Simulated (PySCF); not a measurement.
PySCF 2.14 output of an unrestricted PBE calculation on a single atom or ion in aug-cc-pVDZ-DK, with scalar relativity by spin-free X2C-1e:

```
SCF conv_tol = 1e-09
number electrons alpha = 13  beta = 9
    J. P. Perdew, K. Burke, and M. Ernzerhof.,  Phys. Rev. Lett. 77, 3865 (1996)
    J. P. Perdew, K. Burke, and M. Ernzerhof.,  Phys. Rev. Lett. 78, 1396 (1997)
    J. P. Perdew, K. Burke, and M. Ernzerhof.,  Phys. Rev. Lett. 77, 3865 (1996)
    J. P. Perdew, K. Burke, and M. Ernzerhof.,  Phys. Rev. Lett. 78, 1396 (1997)
cycle= 1 E= -948.539417844107  delta_E= -0.00456  |g|= 0.024  |ddm|=  1.5
cycle= 2 E= -948.539497698617  delta_E= -7.99e-05  |g|= 0.0199  |ddm|= 0.363
cycle= 3 E= -948.539691922204  delta_E= -0.000194  |g|= 0.000336  |ddm|= 0.0358
cycle= 4 E= -948.539691987216  delta_E= -6.5e-08  |g|= 1.54e-05  |ddm|= 0.0238
cycle= 5 E= -948.539691987324  delta_E= -1.08e-10  |g|= 1.24e-06  |ddm|= 0.000701
converged SCF energy = -948.539691987324  <S^2> = 6.0003167  2S+1 = 5.0001267
```

The run itself started from symmetry-adapted Hartree-Fock orbitals and held the occupation by maximum overlap, on a logarithmic radial grid, so the iterations belong to that start.

Q: Which element, charge and spin multiplicity is this?

A: V⁺ (vanadium, charge +1), multiplicity 5; the state was [Ar] 3d3 4p1, one real determinant (an excited configuration).

⟨L²⟩ = 14.01 against 20 for a pure G term, so this real determinant mixes terms.
